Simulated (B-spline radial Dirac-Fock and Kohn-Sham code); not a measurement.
**Relativistic shifts of the levels of Pm³¹⁺**

System: promethium as Pm³¹⁺, configuration [Ar] 3d10 4s2.

Both columns are ΔSCF binding energies of the configuration average from a B-spline atomic structure program: non-relativistic Hartree-Fock with a point nucleus, and Dirac-Fock with a finite nucleus and the Coulomb interaction alone, averaged over the two j levels with weights 2j+1.

```
shell  Hartree-Fock (eV)  Dirac-Fock (eV)  shift (eV)  shift (%)
   1s            44128.7          46566.9    +2438.17      +5.53
   2s             7994.4           8624.2     +629.82      +7.88
   2p             7630.6           7833.9     +203.34      +2.66
   3s             2603.5           2758.4     +154.95      +5.95
   3p             2442.8           2500.9      +58.10      +2.38
   3d             2155.5           2149.3       -6.15      -0.29
   4s             1212.0           1262.4      +50.38      +4.16
```

Relativity binds 1s, 2s, 2p, 3s, 3p, 4s more strongly, among those listed most of all 2s in relative terms, and 3d more weakly, because the contracted s and p shells screen the nucleus better.

Values without a named source are computed, but for edge energies of neutral atoms, which are taken from tables.
